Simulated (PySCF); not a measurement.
Computed with PBE0-D3(BJ)/def2-TZVP run with PySCF. Isolated molecules, 0 K electronic values unless said otherwise. One relaxed conformer stands for a flexible species; it need not be the lowest. Excitations are Tamm–Dancoff values on a coarser integration grid. The basis has no diffuse functions, so Rydberg states are missing or too high.

Reference species (SMILES): `SC1CC1` (H–S–C–C torsion 37°) (neutral, multiplicity 1).

- HOMO–LUMO gap = 6.96 eV
- S1 excitation (TDA) = 5.23 eV
- HOMO = -6.48 eV

Changed species: `S/C=C/C` (C–C–S–H torsion 0°).

What does the change do to the HOMO–LUMO gap, S1 excitation (TDA) and HOMO?

the HOMO–LUMO gap decreases by 0.46 eV, to 6.50 eV; the S1 excitation (TDA) decreases by 0.06 eV, to 5.17 eV; the HOMO goes up by 0.27 eV, to -6.21 eV.
